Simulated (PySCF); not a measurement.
# Telling isomers of C$_{9}$H$_{13}$N apart by NMR

Computed data (PySCF 2.14): structure optimised with GFN2-xTB, shieldings: GIAO PBE0/pcSseg-1. No solvent, equivalent nuclei averaged, non-relativistic, a single conformation.

References, each an isolated molecule treated in the same way: TMS for ¹H (31.72 ppm) and ¹³C (186.93 ppm). Where no couplings were computed, multiplicities follow the n + 1 count of equivalent neighbours, and m marks all less simple cases (inequivalent or close neighbours, rings, F or P nearby). Shifts are as computed. Against solution values, carbons near 30 ppm lie about +3 ppm off and those near 130 ppm about +5 ppm. Of 1211 compounds with measured shifts, 218 miss one by over three times the rms of a fit or turn the order of signals round; such compounds aren't used in these exercises. OH and NH positions are gas-phase values without hydrogen bonding to other molecules.

(1) Tabulate the signals of `CC(C)c1ccc(N)cc1`, `CC(C)c1ccccc1N`, `C[C@@H]1C[C@@H]2C[C@H]1C[C@H]2C#N`, `CCc1cccc(C)c1N` and their relative energies.

(2) What is the quickest way to tell C[C@@H]1C[C@@H]2C[C@H]1C[C@H]2C#N from CCc1cccc(C)c1N?

(3) What is the quickest way to tell CC(C)c1ccc(N)cc1 from CC(C)c1ccccc1N?

(4) What is the quickest way to tell CC(C)c1ccccc1N from CCc1cccc(C)c1N?

Results:

(1) 
| SMILES | carbon types | δC | δH | E rel. (kcal/mol) |
| --- | --- | --- | --- | --- |
| CC(C)c1ccc(N)cc1 | 2×C 5×CH 2×CH3 | 150.6, 142.7, 132.9, 116.9, 39.5, 27.4 | 7.28 (d, 2H), 6.69 (d, 2H), 3.30 (br s, 2H), 2.48 (sept, 1H), 1.19 (d, 6H) | 2.4 |
| CC(C)c1ccccc1N | 2×C 5×CH 2×CH3 | 149.0, 134.3, 132.5, 129.8, 122.9, 118.4, 32.7, 23.3 | 7.36 (m, 1H), 7.31 (d, 1H), 6.99 (m, 1H), 6.79 (d, 1H), 3.50 (br s, 2H), 2.43 (sept, 1H), 1.30 (d, 6H) | 2.9 |
| C[C@@H]1C[C@@H]2C[C@H]1C[C@H]2C#N | 1×C 4×CH 3×CH2 1×CH3 | 128.6, 46.9, 45.9, 40.6, 40.5, 39.1, 34.9, 29.9, 24.0 | 2.36 (m, 1H), 1.99 (m, 1H), 1.90 (m, 1H), 1.81 (m, 1H), 1.61 (m, 1H), 1.55 (m, 1H), 1.44 (m, 1H), 1.40 (m, 1H), 1.34 (m, 1H), 1.06 (m, 1H), 0.98 (d, 3H) | 14.2 |
| CCc1cccc(C)c1N | 3×C 3×CH 1×CH2 2×CH3 | 147.0, 134.3, 133.5, 130.3, 124.4, 122.9, 31.7, 20.4, 15.0 | 7.28 (d, 1H), 7.24 (d, 1H), 6.91 (m, 1H), 3.45 (br s, 2H), 2.56 (q, 2H), 2.26 (s, 3H), 1.19 (t, 3H) | 0.0 |

Energies are electronic energies at PBE0/pcSseg-1 on these geometries, without zero-point or thermal terms, each for the one conformer computed, which needn't be the lowest.

(2) Both give the same number of carbon signals, but DEPT or the intensities differ. The first has an sp3 CH in a ring at 46.9 ppm, the second an aromatic CH at 134.3 ppm. Their most deshielded carbons lie at 128.6 and 147.0 ppm. In the proton spectra the most deshielded non-exchanging signals are 2.36 (m, 1H) and 7.28 (d, 1H).

(3) Count the carbon signals: 6 against 8. The first has an sp3 CH on an aromatic ring at 39.5 ppm, the second a substituted aromatic carbon (C) at 134.3 ppm. Their most deshielded carbons lie at 150.6 and 149.0 ppm.

(4) Count the carbon signals: 8 against 9. The first has an sp3 CH on an aromatic ring at 32.7 ppm, the second an sp3 CH2 on an aromatic ring at 31.7 ppm. Their most deshielded carbons lie at 149.0 and 147.0 ppm.
